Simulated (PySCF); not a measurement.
C2HCl3, SMILES ClC=C(Cl)Cl.

Coordinates come from a B3LYP-D3(BJ)/def2-SVP optimisation.

Level of theory: PySCF with PBE/def2-TZVP.

```yaml
total_energy: -1456.79905 hartree
point_group: Cs
highest_occupied_level: -6.20 eV
lowest_empty_level: -1.83 eV
orbital_gap: 4.38 eV
dipole_moment: 0.78 D
quadrupole, principal values (traceless, Buckingham form, about the centre of nuclear charge): -2.34, -1.31, 3.65 D·Å
mean_static_polarisability: 62.6 bohr³ (9.28 Å³)
polarisability_principal_values: 37.0, 64.2, 86.6 bohr³
```
